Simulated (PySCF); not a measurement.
Excitations are Tamm–Dancoff values on a coarser integration grid. The basis has no diffuse functions, so Rydberg states are missing or too high.

## H6BN3, SMILES `NB(N)N` (charge 0, multiplicity 1)

These are PBE-D3(BJ)/def2-TZVP // B3LYP-D3(BJ)/def2-TZVP (PySCF) values and carry that method's errors.

```yaml
HOMO: -5.08 eV
dipole_moment: 0.02 D
HOMO–LUMO gap: 5.17 eV
LUMO: 0.09 eV
S1 excitation (TDA): 5.24 eV
S1 oscillator strength: 0.000
T1 excitation (TDA): 5.05 eV
S1–T1 gap (TDA): 0.19 eV
total_energy: -192.6804 Ha
cost: very roughly 4 core-minutes
```

Bond lengths (Å): N1–B2 1.429, N1–H5 1.003, N1–H6 1.003, B2–N3 1.429, B2–N4 1.429, N3–H7 1.003, N3–H8 1.003, N4–H9 1.003, N4–H10 1.003. Bond angles (°): B2–N1–H5 123.2, B2–N1–H6 123.2, H5–N1–H6 113.4, N1–B2–N3 120.0, N1–B2–N4 120.0, N3–B2–N4 120.0, B2–N3–H7 122.9, B2–N3–H8 123.0, H7–N3–H8 113.2, B2–N4–H9 123.2, B2–N4–H10 123.2, H9–N4–H10 113.4.
Charge 0, spin multiplicity 1.
